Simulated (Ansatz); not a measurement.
Ansatz (a quantum-chemistry and plane-wave program) input (CCSD(T)/def2-SVPD):

Ansatz 0.2 input:
```yaml
crystal:
  periodic: [false, false, false]
  atoms:
    - {symbol: Cd, position_ang: [-0.00000000, -0.00000000, -0.62747336]}
    - {symbol: Cl, position_ang: [0.00000000, 0.00000000, 1.77168950]}
basis:
  gaussian:
    orbitals: def2-SVPD
magnetization: {spin_polarized: true, initial_magnetization: 1}
correlation: {method: ccsd_t, electrons: outside_noble_gas}
output: {forces: true}
```

End of the output:

```
mean field: 0.18 GiB planned
mean field evaluation 1: about -17039.4586 eV, gradient 1.1e1 eV
mean field evaluation 2: about -17039.5665 eV, gradient 1.1e1 eV
mean field evaluation 4: about -17040.6923 eV, gradient 1.5e0 eV
mean field evaluation 8: about -17040.7668 eV, gradient 1.5e-1 eV
mean field evaluation 16: about -17039.4586 eV, gradient 1.1e1 eV
mean field evaluation 32: about -17037.3110 eV, gradient 2.0e-1 eV
mean field evaluation 64: about -17037.3140 eV, gradient 2.0e-2 eV
mean field -17040.76772632 eV, -626.2366632949 hartree, gradient 8.6e-6 eV, S^2 0.755285; 1 other end points of the search recorded, 0 dependent functions left out
determinant -17040.76772632 eV, -626.2366632949 hartree, with singles and doubles -17051.99861065 eV, -626.6493906816 hartree
determinant -17037.31404530 eV, -626.1097428584 hartree, with singles and doubles -17048.78885205 eV, -626.5314342287 hartree
9 core orbitals not correlated
reference -17040.76772632 eV, -626.2366632949 hartree; 10, 9 occupied and 42, 43 virtual orbitals, 579 factors
densities: 0.26 GiB planned
second order -11.14370224 eV of doubles, -0.00000000 eV of singles
coupled cluster: 0.21 GiB planned
cycle   1  -11.23223259 eV  change   -1.3e-3 eV  update   1.1e-3
cycle   2  -11.23280636 eV  change   -5.7e-4 eV  update   7.3e-4
cycle   3  -11.23290510 eV  change   -9.9e-5 eV  update   3.3e-4
cycle   4  -11.23284874 eV  change    5.6e-5 eV  update   1.2e-4
cycle   5  -11.23296895 eV  change   -1.2e-4 eV  update   3.0e-5
cycle   6  -11.23301874 eV  change   -5.0e-5 eV  update   1.3e-5
cycle   7  -11.23302009 eV  change   -1.3e-6 eV  update   3.1e-6
cycle   8  -11.23301871 eV  change    1.4e-6 eV  update   1.2e-6
perturbative correction -0.24625246 eV, -0.0090496109 hartree
the calculation of the forces begins
Total energy: -17052.24699748 eV, -626.6585187294 hartree
Atom 0 at    -0.000000    -0.000000    -0.627473 Å, force     0.000000    -0.000000    -0.025436 eV/Å
Atom 1 at     0.000000     0.000000     1.771689 Å, force    -0.000000    -0.000000     0.025436 eV/Å
Dipole moment:    -0.000000     0.000000    -0.822582 e Å
```

The spin state was set by rule; other spins were not relaxed.
